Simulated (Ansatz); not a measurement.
System: boron oxyfluoride, sum formula BOF, charge 0, multiplicity 1. 
Structure (B3LYP-D3(BJ)/def2-TZVP (Ansatz, a program for electronic structure) minimum search):
```
B
O 1 1.2071
F 1 1.2860 2 180.00
```
Charge 0, spin multiplicity 1.

Basis-set convergence of Hartree-Fock and CCSD(T) correlation energies (hartree) with Ansatz. Valence correlation only, unless marked. Spin-orbit coupling is left out. Non-relativistic.

| basis | functions | E(HF) | E(corr, CCSD(T)) |
|---|---|---|---|
| cc-pVDZ | 42 | -199.08272 | -0.46056 |
| cc-pVTZ | 90 | -199.15531 | -0.58862 |
| cc-pVQZ | 165 | -199.17166 | -0.63487 |

Extrapolating the two largest sets (X = 3 and 4) as X^-3: E(corr) = (64·(-0.63487) - 27·(-0.58862))/37 = -0.6686 Eh, an estimate of the basis-set limit. The largest set recovers 95.0 % of it, the smallest 68.9 %.
